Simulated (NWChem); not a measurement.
Molecule: CH10FNSi3; SMILES N[C@H]([SiH3])[Si@@H](F)[SiH3]

```xyz
16

N     -1.8285    -0.6441     0.1531
C     -0.4424    -0.8646    -0.3578
Si     0.2213    -2.6305    -0.1129
Si     0.4936     0.5629     0.4665
F      2.0759     0.5011     0.0783
Si    -0.4543     2.6180    -0.1717
H     -1.9347    -1.0329     1.0884
H     -2.5191    -1.1027    -0.4381
H     -0.4518    -0.6460    -1.4340
H      1.5986    -2.8067    -0.6492
H      0.2188    -2.9469     1.3433
H     -0.6892    -3.6021    -0.7859
H      0.4019     0.3677     1.9447
H     -0.9417     2.5558    -1.5789
H     -1.5956     2.9730     0.7144
H      0.5553     3.7118    -0.0825
```
Atoms are numbered in this order, from 1.

Results from NWChem. Pople sets run with spherical d functions. The geometry was optimised at B3LYP/6-31G* (spherical d). Vzz is the largest principal value of the second derivative of the potential at the nucleus (NWChem prints the opposite sign); η is the asymmetry. Non-relativistic.

For level B3LYP/6-31G*:

```
Quantity       Result
-------------  ------
Vzz N1 (a.u.)  -0.997
```

Q: What are these values for level B3LYP/def2-TZVP?

A: The vzz N1 (a.u.) comes out as -1.044.
